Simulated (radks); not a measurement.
Task: Spherical quantum dot in the effective-mass picture: electrons in a hard-walled sphere of radius 4.62, with a point charge +1 (a donor) at the centre, all in effective atomic units (hartree* = m*/eps^2 hartree, bohr* = eps/m* bohr), one dielectric constant everywhere. Calculated with a radial shooting solver with Libxc functionals: non-relativistic Kohn-Sham, LDA (Slater exchange, Perdew-Wang correlation), spin-polarised, spherical densities. Levels are named by radial order and angular momentum (1s, 1p, 1d, 2s, ...), and open shells are averaged over m. At N = 30 the configuration is 1s2 1p6 1d10 2s(up 1, down 0) 1f(up 7, down 4). Does electron 31 go into 2s down or 1f down or 1g up?

Result: Into 1f down. The total energies of the other choices lie higher by 0.159 hartree* (2s down), 0.316 hartree* (1g up).
